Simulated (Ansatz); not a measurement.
Two isomers of C2H8SSi2: A = `[SiH3][SiH]1CCS1`, B = `[SiH3][SiH2]CC=S`.

Gas-phase electronic energies from Ansatz, PBE0-D4/def2-TZVP geometries. CCSD(T)/CBS adds triple-zeta CCSD(T) − MP2 to the extrapolated MP2 energy (def2 sets, frozen cores). Functionals use def2-TZVPP. B3LYP here is the variant with VWN-RPA as its local correlation; programs differ in this. One conformer a species, not always the lowest.

Q: Which isomer does CCSD(T)/CBS put lower? Give the gap. (An estimate is asked.)

A: Computed: A, by 23.7 kcal/mol.

Q: Give E(B) − E(A) in kcal/mol with CCSD/def2-TZVPP, PBE0-D4, B3LYP, CCSD(T)/def2-TZVPP, B3LYP-D4, B2PLYP, r2SCAN-D4. (An estimate is asked.)

A: The calculation gave: CCSD/def2-TZVPP 23.2, PBE0-D4 26.8, B3LYP 20.6, CCSD(T)/def2-TZVPP 22.4, B3LYP-D4 20.7, B2PLYP 21.6, r2SCAN-D4 23.7. None reverses the order clearly.

Largest T1 diagnostic: 0.016.

From PBE to PBE0 (25 % exact exchange), in def2-TZVPP and without D4, E(B) − E(A) moves by +2.9 kcal/mol.
